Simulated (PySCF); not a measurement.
An unknown is described by computed data only.

Formula: C2H8O3Si2.

* NMR, other nuclei: isotropic shieldings of nuclei other than C and H, by class: 199 (1 O), 275 (1 O), 290 (1 O), 395 (1 Si), 419 (1 Si) ppm [GIAO PBE0/pcSseg-1]
* Dipole: 0.90 D [B3LYP/def2-SVPD]
* UV, strongest line: among the 8 lowest singlet transitions: S5 at 7.10 eV (175 nm, f = 0.197) [TDDFT B3LYP/def2-SVPD]
* Rotational structure: rotational constants A, B, C: 3.882, 0.955, 0.821 GHz [GFN2-xTB]
* 13C NMR: chemical shifts (computed TMS as zero) by class: 153.6 (1 C), 98.3 (1 C) ppm [GIAO PBE0/pcSseg-1]
* 1H NMR: chemical shifts (computed TMS as zero) by class: 6.49 (1 H), 5.16 (3 H), 4.71 (1 H), 4.63 (1 H), 4.51 (1 H), 2.29 (1 H) ppm [GIAO PBE0/pcSseg-1]
* Triplet: lowest triplet excitation (Tamm–Dancoff): 4.46 eV [TDA B3LYP/def2-SVPD]
* UV, first state: lowest singlet excitation: 5.97 eV (208 nm, f = 0.013) [TDDFT B3LYP/def2-SVPD]
* Polarisability: 83.5 au [B3LYP/def2-SVPD]

The electronic properties come from PySCF, for the isolated species, density fitting. Levels stand in brackets. One conformer (not necessarily the lowest) at the GFN2-xTB geometry, without solvent, vibrations or thermal averaging. GFN2-xTB frequencies show an imaginary mode (33i cm⁻¹), so this geometry is no minimum at that level. NMR values are class means; diastereotopic atoms form classes of their own.

**Question.** What is the compound? Reason from the data.

**Answer.** Numbering: `[CH2:1]=[CH:2][O:3][Si@H:4]([OH:5])[O:6][SiH3:7]`. Its formula, C2H8O3Si2, gives 1 degree of unsaturation: 0 rings and 1 π bond in the structure found. 2 carbons fall into 2 classes; from least to most shielded: vinylic carbon bearing oxygen [C2] (153.6 ppm), terminal =CH2 carbon [C1] (98.3 ppm). Hydrogen classes from least to most shielded: 1 H on a vinylic carbon bearing oxygen, C2 (6.49 ppm), 3 H on an oxygen-bound silicon, Si7 (5.16 ppm), 1 H on an oxygen-bound silicon, Si4 (4.71 ppm), 1 H on a terminal =CH2 carbon, C1 (4.63 ppm), 1 H on a terminal =CH2 carbon, C1 (4.51 ppm), 1 H on a silanol oxygen, O5 (2.29 ppm). The other shieldings belong to: 199 ppm, silyl ether oxygen [O3]; 275 ppm, silanol oxygen [O5]; 290 ppm, siloxane oxygen [O6]; 395 ppm, oxygen-bound silicon [Si7]; 419 ppm, oxygen-bound silicon [Si4]. The optimised geometry has point group C1 and is an asymmetric top. Structure: `C=CO[Si@H](O)O[SiH3]`. Computed isomers that give other values at the same levels: `O=C(O)[SiH2]OC[SiH3]` (13C chemical shifts (computed TMS as zero) by class: 188.2 (1 C), 53.4 (1 C) ppm); `COC(=O)[SiH2]O[SiH3]` (13C chemical shifts (computed TMS as zero) by class: 190.3 (1 C), 51.0 (1 C) ppm); `O[Si@@H]1COC[SiH2]O1` (13C chemical shifts (computed TMS as zero) by class: 66.9 (1 C), 63.3 (1 C) ppm). The assignments are read from this structure; whether some other isomer fits the data as well wasn't checked. The mirror image fits equally.

The values belong to the conformer `[CH2:1]=[CH:2][O:3][Si@H:4]([OH:5])[O:6][SiH3:7]`: C1–C2–O3–Si4 1°, C2–O3–Si4–O5 -58°, O3–Si4–O6–Si7 29°, H–O5–Si4–O3 -161°.
